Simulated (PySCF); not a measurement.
Species: C5H3O3 (doublet state).
Cartesian coordinates in Å at the GFN2-xTB level; atoms count from 1:
```xyz
11
C5H3O3 angstrom
O      1.929   -1.348   -0.353
C      1.527   -0.238   -0.099
O      2.332    0.793    0.176
C      0.113    0.104   -0.062
C     -0.984   -0.704   -0.289
C     -2.130    0.107   -0.132
C     -1.615    1.329    0.176
O     -0.311    1.366    0.226
H      3.259    0.511    0.137
H     -0.959   -1.746   -0.537
H     -3.157   -0.172   -0.230
```

The geometry is computed with GFN2-xTB (gas phase). This method treats the open shell by occupation alone, without spin polarisation.

Masses are those of the commonest isotopes; rigid-rotor values at the optimised geometry. The values belong to one conformer with, in the numbering `[O:1]=[C:2]([OH:3])[c:4]1[cH:5][cH:6][c:7][o:8]1`, O1–C2–O3–H 0°, O1–C2–C4–C5 0°.

(1) What are A, B and C (MHz)?

(2) What kind of rotor is it?

(3) Is it planar, by Δ = Ic − Ia − Ib?

(4) Estimate the classical rotational partition function at 50 K, 200 K and 298.15 K.

## Answers

(1) Ia = 92.96, Ib = 299.00, Ic = 391.96 u·Å²; 505379 MHz·u·Å²/I gives A = 5437, B = 1690, C = 1289 MHz.

(2) An asymmetric top. Ray's parameter κ = (2B − A − C)/(A − C) = -0.807; −1 is the prolate and +1 the oblate limit.

(3) Planar: Δ = Ic − Ia − Ib = 0.00 u·Å². For a rigid frame Δ = −2 Σ m c², so it vanishes when all atoms lie in the ab plane; here none is more than 0.01 Å from it.

(4) Point group Cs, symmetry number σ = 1; q = (√π/σ)·√((kT/h)³/(ABC)), k/h = 20836.6 MHz/K: 17300 at 50 K, 139000 at 200 K, 252000 at 298.15 K.

For this open shell read J as N, the rotation without spin; fine and hyperfine splittings come on top. Not checked by GFN2-xTB frequencies. Zero-point vibration and centrifugal distortion are left out.
